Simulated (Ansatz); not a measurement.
`C[Te][AsH]O` + `C[SiH2]C(C)=S` → `C[Te]C(C)=S` + `C[SiH2][AsH]O`  (redistribution)

Calculated with Ansatz (gas phase, PBE0-D4/def2-TZVP geometries, no zero-point term in ΔE). CCSD(T)/CBS is the MP2 limit (def2-TZVPP, def2-QZVPP) plus CCSD(T) − MP2 in def2-TZVPP, frozen cores. Functionals use def2-TZVPP. Elements past krypton have def2 core potentials. For As, Te outer-core shells are correlated without core-valence functions, which leaves a few kJ/mol of doubt a bond. Scalar relativity is left out up to krypton. Each species was taken in one conformer, which may not be the lowest.

`C[Te][AsH]O`:

```xyz
9

C     0.348    0.923    1.218
Te   -0.352    1.632   -0.680
As   -1.103   -0.672   -1.542
O     0.395   -1.648   -1.294
H    -0.501    0.678    1.851
H     0.970    0.048    1.043
H     0.939    1.719    1.669
H    -1.640   -1.103   -0.182
H     0.943   -1.578   -2.082
```

`C[SiH2]C(C)=S`:

```xyz
13

C     0.043    1.441   -1.731
Si    0.180   -0.179   -0.833
C    -0.173   -0.021    1.023
C    -0.099   -1.261    1.848
S    -0.536    1.428    1.652
H    -0.961    1.856   -1.624
H     0.750    2.167   -1.324
H     0.255    1.304   -2.794
H    -0.781   -1.187   -1.370
H     1.546   -0.765   -0.963
H    -0.802   -2.008    1.461
H    -0.317   -1.065    2.898
H     0.896   -1.710    1.757
```

`C[Te]C(C)=S`:

Z-matrix (Å, degrees):
```
C
Te 1 2.119
H 1 1.087 2 109.8
H 1 1.087 2 109.5 3 122.2
H 1 1.094 2 104.7 3 -119.0
C 2 2.100 1 96.8 3 116.0
S 6 1.617 2 125.3 1 2.0
C 6 1.497 2 111.5 1 -176.7
H 8 1.091 6 110.3 2 -146.1
H 8 1.093 6 112.7 2 -23.3
H 8 1.095 6 108.6 2 96.1
```

`C[SiH2][AsH]O`:

Z-matrix (Å, degrees):
```
C
Si 1 1.868
H 1 1.092 2 110.6
H 1 1.093 2 111.0 3 -120.6
H 1 1.092 2 109.6 3 119.2
As 2 2.374 1 111.2 3 -66.8
H 2 1.488 1 111.1 3 173.8
H 2 1.491 1 112.2 3 52.7
O 6 1.819 2 93.6 1 -41.0
H 6 1.533 2 91.5 1 55.7
H 9 0.960 6 107.7 2 -149.1
```

```tsv
level	ΔE (kJ/mol)
PBE0	35.8
MP2/def2-QZVPP	31.5
```

Task: What does CCSD(T)/CBS give? (Estimate.)

Result: Computed: +37.5 kJ/mol. The listed levels differ from it by -1.7, -6.0 kJ/mol.

Largest T1 diagnostic among the species: 0.016.

In def2-TZVPP, CCSD(T) changes the Hartree–Fock value by −28.2 kJ/mol (the triples alone add −5.3 kJ/mol) and MP2 by −33.2 kJ/mol. From PBE to PBE0 (25 % exact exchange), in def2-TZVPP and without D4, ΔE moves by +6.9 kJ/mol.
